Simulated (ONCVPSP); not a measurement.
How hard is this boron (B) ONCV potential?

```
Element                 : B
Generator               : ONCVPSP 4.0.1
Type                    : optimised norm-conserving Vanderbilt (ONCV)
Functional              : PBE
Relativity              : scalar-relativistic
Frozen core             : [He]
Valence charge          : 3
Reference configuration : 2s1.5 2p1.5
Partial waves           : 2s: rc 1.35 bohr, ncon 4, nbas 8, qcut 4 1/bohr, 2 projectors, debl 2.5 Ha; 2p: rc 3.20 bohr, ncon 3, nbas 8, qcut 5.1 1/bohr, 2 projectors, debl 0.3 Ha; d scattering state at 0.04 Ha: rc 3.05 bohr, ncon 5, nbas 8, qcut 3.6 1/bohr, 2 projectors, debl 3.8 Ha
Local potential         : polynomial inside 1.20 bohr (lpopt 5, dvloc0 1 Ha)
Core correction         : polynomial model core, fcfact 0.5
```

For each optimised wave give the share of its norm inside rc, the residual kinetic energy above qcut (Ha) and the cutoffs (Ha) for errors of 10, 1, 0.1 and 0.01 mHa per electron.

| wave | norm inside rc | residual KE | 10 mHa | 1 mHa | 0.1 mHa | 0.01 mHa |
| --- | --- | --- | --- | --- | --- | --- |
| 2s | 0.260 | 4.1e-03 | 5.9 | 20.8 | 83.9 | 99.5 |
| s projector 2 | 0.100 | 1.4e-02 | 8.5 | 22.1 | 74.1 | 128.5 |
| 2p | 0.809 | 2.4e-09 | 4.7 | 6.6 | 8.3 | 9.6 |
| p projector 2 | 0.171 | 6.8e-09 | 4.5 | 6.6 | 8.4 | 9.9 |
| d projector 1 | 0.003 | 1.1e-07 | 0.1 | 0.4 | 1.3 | 2.9 |
| d projector 2 | 0.185 | 3.8e-02 | 8.0 | 26.6 | 31.9 | 35.1 |

The occupied waves need 21 Ha and 84 Ha for 1 and 0.1 mHa. Rows with under 1 % of the norm inside rc give no meaningful cutoff. Note: ghosts flagged at negative energy: d at -39.0 eV; GHOST(+) flagged for d at 494.8 eV. A true bound ghost makes a file unfit for plane-wave use. Its largest configuration-test error is +389 meV.
